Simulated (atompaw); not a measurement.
## Cutoff test, sulfur (S), PAW (atompaw)

S (Z = 16), PAW, made with atompaw 4.2.0.5 (PBE, scalar-relativistic). Core [Ne], reference 3s2 3p2 (charge +2). Waves: 3s (bound): rc 1.25 bohr; 3s channel at -2.25 Ry: rc 1.25 bohr; 3p (bound): rc 1.25 bohr; 3p channel at -1.3 Ry: rc 1.15 bohr. Local part: bessel scheme, radius 1.10 bohr. Core correction: smooth core density matched at 1.20 bohr. Augmentation charge: sinc compensation charge, radius 1.10 bohr; PAW radius 1.25 bohr; waves and projectors: custom polynom gramschmidtortho.

The pseudo-atom Hamiltonian at the reference potential is diagonalised in spherical Bessel functions j_l(qr) that vanish at 20 bohr, with q² up to the cutoff. All-electron valence levels (Ry): 3s -2.8955, 3p -2.0564.

Problem. How do the lowest levels (Ry) of each channel move with the cutoff, and are there ghosts?

Solution.

```json
{"cutoff (Ry)": "8", "s #1": "-3.2923", "s #2": "-1.0026", "s #3": "-0.4254", "p #1": "-2.0214", "d #1": "-0.8006", "f #1": "-0.2862", "f #2": "-0.1645", "Σ f·Δε (mRy)": "863.7"}
{"cutoff (Ry)": "15", "s #1": "-3.5466", "s #2": "-1.4461", "s #3": "-0.6195", "p #1": "-2.0482", "d #1": "-0.8445", "f #1": "-0.2867", "f #2": "-0.1650", "Σ f·Δε (mRy)": "1318.6"}
{"cutoff (Ry)": "25", "s #1": "-9.9863", "s #2": "-2.8633", "s #3": "-0.8537", "p #1": "-2.0516", "d #1": "-0.8563", "f #1": "-0.2867", "f #2": "-0.1650", "Σ f·Δε (mRy)": "74.1"}
{"cutoff (Ry)": "40", "s #1": "-15.4962", "s #2": "-2.8950", "s #3": "-0.8606", "p #1": "-2.0555", "d #1": "-0.8578", "f #1": "-0.2867", "f #2": "-0.1651", "Σ f·Δε (mRy)": "3.0"}
{"cutoff (Ry)": "55", "s #1": "-16.2201", "s #2": "-2.8952", "s #3": "-0.8607", "p #1": "-2.0563", "d #1": "-0.8578", "f #1": "-0.2867", "f #2": "-0.1651", "Σ f·Δε (mRy)": "1.1"}
{"cutoff (Ry)": "80", "s #1": "-16.2826", "s #2": "-2.8955", "s #3": "-0.8608", "p #1": "-2.0564", "d #1": "-0.8578", "f #1": "-0.2867", "f #2": "-0.1651", "Σ f·Δε (mRy)": "0.2"}
{"cutoff (Ry)": "400", "s #1": "-16.3000", "s #2": "-2.8955", "s #3": "-0.8608", "p #1": "-2.0564", "d #1": "-0.8578", "f #1": "-0.2867", "f #2": "-0.1651", "Σ f·Δε (mRy)": "0.0"}
```

Result: ghost state, extra bound levels that the all-electron valence spectrum of the same l lacks: s at -221.8 eV (a true bound ghost makes a file unfit for plane-wave use); 10 mRy is reached at 35 Ry and 1 mRy at 60 Ry.
